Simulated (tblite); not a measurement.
C5H12N2SSi.
SMILES with atom numbers: `[CH3:1]/[N:2]=[CH:3]/[C:4]1([NH:5][SiH2:6][SH:7])[CH2:8][CH2:9]1` (hydrogens: H10, H11, H12 on C1; H13 on C3; H14 on N5; H15, H16 on Si6; H17 on S7; H18, H19 on C8; H20, H21 on C9)

Computed with GFN2-xTB (tblite), gas phase: L-BFGS steps from a force-field or distance-geometry start until the largest atomic force falls under 0.01 eV/Å.

Geometry at step 124:
```
atom  x, y, z in Å
C1      3.2901    0.6901    0.3277
N2      1.8720    0.5900    0.2037
C3      1.3098   -0.5129   -0.0184
C4     -0.1552   -0.5977   -0.0984
N5     -0.7905    0.6601    0.0830
Si6    -2.4188    0.9619    0.4868
S7     -2.5945    3.1048    0.5499
C8     -0.7856   -1.8716    0.4063
C9     -0.7569   -1.5964   -1.0609
H10     3.5013    1.2810    1.2273
H11     3.7986   -0.2880    0.3867
H12     3.6697    1.2552   -0.5309
H13     1.8565   -1.4574   -0.1360
H14    -0.0701    1.3498    0.2611
H15    -3.3296    0.4678   -0.5446
H16    -2.9010    0.5290    1.8011
H17    -1.8786    3.3476   -0.5371
H18    -0.1352   -2.6415    0.7884
H19    -1.7229   -1.7800    0.9268
H20    -1.6830   -1.3078   -1.5294
H21    -0.0848   -2.1669   -1.6841
```

**Question.** What forces act on the atoms?

**Answer.** 
```
atom  Fx (eV/Å)  Fy (eV/Å)  Fz (eV/Å)
  C1      0.068      0.082      0.060
  N2      0.028      0.064      0.014
  C3      0.001     -0.008      0.026
  C4     -0.003      0.016     -0.062
  N5     -0.032      0.003      0.029
 Si6     -0.028      0.001      0.079
  S7      0.031     -0.060     -0.003
  C8     -0.026     -0.058      0.008
  C9      0.004      0.003     -0.007
 H10      0.008     -0.158     -0.143
 H11     -0.068      0.194     -0.047
 H12     -0.017     -0.104      0.103
 H13      0.009     -0.050     -0.006
 H14      0.021      0.112      0.018
 H15      0.023     -0.018     -0.062
 H16      0.038      0.044     -0.025
 H17     -0.020     -0.001      0.011
 H18      0.026     -0.034      0.076
 H19     -0.046     -0.010      0.011
 H20      0.042      0.001     -0.069
 H21     -0.059     -0.019     -0.011
```

The largest, 0.21 eV/Å, acts on H10 (H11 within 3 % of it); the rms over all components is 0.056 eV/Å. The forces sum to zero within rounding, as they must for an isolated molecule in no field.

**Question.** Give the force on H10 in Eh/bohr and in nN.

**Answer.** 0.213 eV/Å ÷ 51.422 = 0.00415 Eh/bohr, and 0.213 eV/Å × 1.602 = 0.34 nN.

**Question.** How far is this geometry from the end of the optimisation?

**Answer.** 0.015 eV above it, and 0.085 Å rms away after alignment. The bonds farthest from their final lengths, with half the difference of the two atoms' forces along the bond (positive lengthens):

| bond | now (Å) | final (Å) | force along bond (eV/Å) |
| --- | --- | --- | --- |
| C1–H10 | 1.097 | 1.091 | -0.15 |
| C1–H11 | 1.104 | 1.098 | -0.08 |
| C1–H12 | 1.096 | 1.091 | -0.08 |
| Si6–S7 | 2.151 | 2.147 | -0.03 |
| Si6–H16 | 1.465 | 1.462 | -0.06 |
| C4–C8 | 1.508 | 1.511 | +0.05 |

The angle farthest from its final value is H15–Si6–H16, 109.1° against 110.6°.

The cost below is that of the whole relaxation. On Arm Neoverse N1, one thread, shared host with 64 logical CPUs at a one-minute load of 61, this took 3.2 s.
